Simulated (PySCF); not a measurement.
Job file and geometry (Å, from GFN2-xTB) of an NMR shielding run on `InChI=1S/C5H14BN3O/c1-3-4-8-6(7)9-5(2)10/h8H,3-4,7H2,1-2H3,(H,9,10)`, PySCF 2.14.0, density-fitted response routines, GIAO PBE0/pcSseg-1 NMR shielding, non-relativistic, gas phase; density fitting, a coarse starting grid and PySCF grid level 2 are the driver's defaults:

```
$ OMP_NUM_THREADS=1 python probes_run.py task.json out

{"job": {"kind": "nmr", "xc": "PBE0", "basis": "pcSseg-1"}, "charge": 0, "multiplicity": 1}
C      3.957004     0.223494    -0.165240
C      2.525165     0.026402     0.316168
C      1.511693     0.694194    -0.622056
N      0.153847     0.497637    -0.184097
B     -0.849940    -0.310309    -0.718156
N     -0.713468    -1.078338    -1.892818
N     -2.151867    -0.375484    -0.039099
C     -2.526313     0.238024     1.107429
C     -3.957930    -0.054179     1.527732
O     -1.798448     0.961249     1.760451
H      4.194392     1.283179    -0.232235
H      4.094352    -0.220141    -1.149323
H      4.659222    -0.241550     0.522437
H      2.409980     0.449895     1.315950
H      2.296676    -1.039449     0.378647
H      1.625701     0.284100    -1.628921
H      1.730404     1.768878    -0.673067
H     -0.067612     0.964313     0.685321
H     -1.453400    -1.627439    -2.287487
H      0.128097    -1.100799    -2.436403
H     -2.864008    -0.947076    -0.468392
H     -4.647860     0.253426     0.744271
H     -4.083076    -1.120490     1.706620
H     -4.184345     0.490227     2.439822
```

Q: Write the output of this run.

A: 
```
coarse grid: 19472 points
cycle   1  E = -462.5949022016  dE =  1.361e+00  |g| = 9.570e-01  |ddm| = 4.159e+00
cycle   2  E = -462.2007223695  dE =  3.942e-01  |g| = 1.720e+00  |ddm| = 2.368e+00
cycle   3  E = -462.7671758738  dE = -5.665e-01  |g| = 3.072e-01  |ddm| = 1.829e+00
cycle   4  E = -462.7865419738  dE = -1.937e-02  |g| = 6.483e-02  |ddm| = 2.616e-01
cycle   5  E = -462.7872454766  dE = -7.035e-04  |g| = 2.304e-02  |ddm| = 5.063e-02
cycle   6  E = -462.7873618669  dE = -1.164e-04  |g| = 4.826e-03  |ddm| = 1.832e-02
cycle   7  E = -462.7873664965  dE = -4.630e-06  |g| = 1.489e-03  |ddm| = 4.158e-03
final grid: 186640 points
cycle   8  E = -462.8483051626  dE = -3.913e-05  |g| = 1.598e-02  |ddm| = 3.470e-02
cycle   9  E = -462.8482164068  dE =  8.876e-05  |g| = 2.697e-02  |ddm| = 2.941e-02
cycle  10  E = -462.8483548998  dE = -1.385e-04  |g| = 4.016e-03  |ddm| = 2.069e-02
cycle  11  E = -462.8483581354  dE = -3.236e-06  |g| = 2.787e-04  |ddm| = 3.034e-03
cycle  12  E = -462.8483581476  dE = -1.222e-08  |g| = 1.649e-04  |ddm| = 3.354e-04
cycle  13  E = -462.8483581532  dE = -5.667e-09  |g| = 3.568e-05  |ddm| = 1.259e-04
cycle  14  E = -462.8483581535  dE = -2.567e-10  |g| = 1.100e-05  |ddm| = 3.588e-05
converged SCF energy = -462.8483581535

GIAO shielding tensors (ppm)
atom      isotropic    diamagn.    paramagn.     s11        s22        s33       span
  0 C      173.251     244.568     -71.317    164.048    167.555    188.150     24.102
  1 C      153.578     249.465     -95.887    134.974    153.715    172.043     37.069
  2 C      138.514     245.156    -106.642    109.724    141.165    164.653     54.930
  3 N      186.837     328.925    -142.088    140.811    199.534    220.166     79.356
  4 B       81.882     199.575    -117.693     52.172     89.833    103.642     51.470
  5 N      223.758     320.266     -96.508    196.162    217.869    257.243     61.081
  6 N      125.048     331.083    -206.035      5.632    165.497    204.013    198.381
  7 C       11.214     245.322    -234.108    -77.530     18.436     92.735    170.265
  8 C      159.583     250.841     -91.258    128.298    155.753    194.699     66.401
  9 O     -104.452     409.017    -513.469   -423.124   -205.830    315.598    738.723
 10 H       30.857      27.714       3.143     26.610     28.958     37.004     10.394
 11 H       30.982      28.368       2.614     26.475     29.561     36.909     10.435
 12 H       30.528      26.323       4.206     25.951     27.720     37.913     11.962
 13 H       30.190      33.308      -3.117     25.475     30.786     34.310      8.835
 14 H       30.273      33.935      -3.661     26.116     30.853     33.851      7.735
 15 H       29.204      34.568      -5.363     23.989     31.423     32.201      8.212
 16 H       28.682      32.214      -3.532     22.974     29.306     33.766     10.791
 17 H       26.165      38.681     -12.515     14.766     27.299     36.431     21.665
 18 H       30.401      33.340      -2.939     23.795     27.832     39.575     15.780
 19 H       30.017      34.733      -4.716     22.022     29.473     38.556     16.533
 20 H       27.090      36.307      -9.217     21.840     27.873     31.558      9.718
 21 H       29.729      27.461       2.268     26.105     29.183     33.898      7.793
 22 H       29.680      28.398       1.282     26.165     29.093     33.780      7.615
 23 H       30.007      26.714       3.293     26.106     28.395     35.518      9.412
```

Size and cost of the density-fitted run: 240 basis functions, 92 s wall time on 1 thread of an Arm Neoverse N1, shared host; peak memory 1 GiB.
